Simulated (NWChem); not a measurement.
Polarisability of AgF

```xyz
2

Ag     0.0000     0.0000    -0.3172
F      0.0000     0.0000     1.6566
```
Charge 0, spin multiplicity 1.

Program: NWChem. All single points use one geometry, from PBE0/def2-SVP with def2 effective core potentials on Ag, a minimum by its harmonic frequencies.

Basis set: def2-SVPD. Static limit.

Effective core potentials replace the inner electrons of Ag; spin-orbit coupling is left out. The correlated methods keep 5 core orbitals frozen. B3LYP has NWChem's definition, with VWN1-RPA local correlation. The structure started from a generated list of species. Coupled-cluster values serve here as a point of comparison, not as the truth.

### Question
For the isotropic polarisability, HF gives 15.83 bohr³ and B3LYP gives 23.91 bohr³. What do PBE0, PBE, CCSD linear response give?

### Answer
PBE0: 22.87 bohr³; PBE: 26.67 bohr³; CCSD linear response: 21.65 bohr³.
